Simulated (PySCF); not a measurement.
Mapped SMILES: `[CH3:1][O:2][CH:3]([O:4][CH3:5])[O:6][SiH3:7]` (H(Xn): hydrogen on atom n).

Geometry: GFN2-xTB; GIAO shifts from PySCF 2.14.0 with density-fitted response routines, gas phase, non-relativistic, averaged over equivalent atoms.

At PBE0/STO-3G (49 basis functions, of the order of 14 core-seconds):
| atoms | δ (ppm) |
| --- | --- |
| C3 | 90.9 |
| C1/C5 | 47.1 |
| O2/O4 | -11.3 |
| O6 | -72.9 |
| Si7 | -62.6 |
| H(C3) | 2.50 |
| H(Si7) | 2.42 |
| H(C1)/H(C5) | 1.94 |

Shifts are taken against calculated references (same method and geometry level): ¹³C (236.17 ppm) and ²⁹Si (508.68 ppm) and ¹H (33.02 ppm) vs TMS; ¹⁷O (343.50 ppm) vs H2O.

Predict the values at wB97X/6-31G on the same geometry.

Answers


| atoms | δ at wB97X/6-31G | change |
| --- | --- | --- |
| C3 | 108.6 | +17.7 |
| C1/C5 | 51.6 | +4.5 |
| O2/O4 | 55.1 | +66.4 |
| O6 | 29.9 | +102.8 |
| Si7 | -11.0 | +51.6 |
| H(C3) | 5.55 | +3.05 |
| H(Si7) | 4.91 | +2.49 |
| H(C1)/H(C5) | 3.75 | +1.81 |

Chemical shifts δ = σref − σ; ¹³C (204.35 ppm) and ²⁹Si (453.71 ppm) and ¹H (33.20 ppm) against TMS; ¹⁷O (324.11 ppm) vs H2O, all at this level.

The largest change is at O6 (oxygen bonded to C, Si). Cost: 87 basis functions, of the order of 30 core-seconds.

Experimental scales use liquid or dissolved standards, which lie at an offset from isolated H2O (liquid H2O: subtract about 36 ppm).
